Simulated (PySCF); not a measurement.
# PySCF run on Au²⁺

The script input.py:

```python
from pyscf import gto, scf

mol = gto.M(
    atom='Au 0 0 0',
    basis='sbkjc',
    ecp={'Au': 'sbkjc'},
    charge=2,
    spin=1,
    verbose=3,
)
mf = scf.UHF(mol)
mf.kernel()
mf.stability(internal=True, external=True)
mf.dip_moment()
print('orbital energies (hartree):', [e[max(0, n-3):n+3].round(4) for e, n in zip(mf.mo_energy, mol.nelec)])
```

```bash
$ OMP_NUM_THREADS=1 python input.py
```

It prints (some set-up lines and the per-cycle HOMO/LUMO lines with their warnings removed):

```
converged SCF energy = -134.178501798635  <S^2> = 0.75809712  2S+1 = 2.0080808
<class 'pyscf.scf.uhf.UHF'> wavefunction is stable in the internal stability analysis
<class 'pyscf.scf.uhf.UHF'> wavefunction has an real -> complex instability
<class 'pyscf.scf.uhf.UHF'> wavefunction is stable in the UHF/UKS -> GHF/GKS stability analysis

WARN: System has nonzero charge 2; the dipole moment is origin-dependent.
Location of origin: [0. 0. 0.]

Dipole moment(X, Y, Z, Debye):  0.00000,  0.00000,  0.00000
orbital energies (hartree): [array([-1.2317, -1.2317, -1.2227, -0.6053, -0.3844, -0.3844]), array([-1.2   , -1.2   , -1.1883, -0.645 , -0.5909, -0.3742])]
```

In short: E(SCF) = -134.178502 Eh, ⟨S²⟩ = 0.758, internal stable; real -> complex unstable; UHF/UKS -> GHF/GKS stable.

Run time: 1.7 s on 1 thread of Arm Neoverse N1 (shared host), peak memory 0.12 GiB.

The stability test finds a lower solution, so these numbers belong to a saddle point. No search for the lowest solution was made, and open d or f shells often end in a higher one.
